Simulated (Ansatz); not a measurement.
A calculation with Ansatz (development build ahead of 0.2.0).

```yaml
crystal:
  periodic: [false, false, false]
  atoms:
    - { symbol: Mg, position_ang: [-1.01187, -1.01187, -1.01187] }
    - { symbol: O, position_ang: [-1.10049, -1.10049, 1.10049] }
    - { symbol: O, position_ang: [-1.10049, 1.10049, -1.10049] }
    - { symbol: Mg, position_ang: [-1.01187, 1.01187, 1.01187] }
    - { symbol: O, position_ang: [1.10049, -1.10049, -1.10049] }
    - { symbol: Mg, position_ang: [1.01187, -1.01187, 1.01187] }
    - { symbol: Mg, position_ang: [1.01187, 1.01187, -1.01187] }
    - { symbol: O, position_ang: [1.10049, 1.10049, 1.10049] }
basis:
  gaussian: { orbitals: cc-pVDZ }
hamiltonian:
  xc: hf
correlation:
  method: mp2
  frozen_orbitals: { Mg: 1, O: 1 }
```

The input is written out in the form of the current development build from the run's settings.

Output:

```yaml
Converged: yes
Reference_energy: -1098.14527 hartree
Correlation_energy: -0.95425 hartree
Total_energy: -1099.09952 hartree
Spin_squared_of_the_determinant: 0.000
```

Caution: no unrestricted run beside it, a lower state can exist.
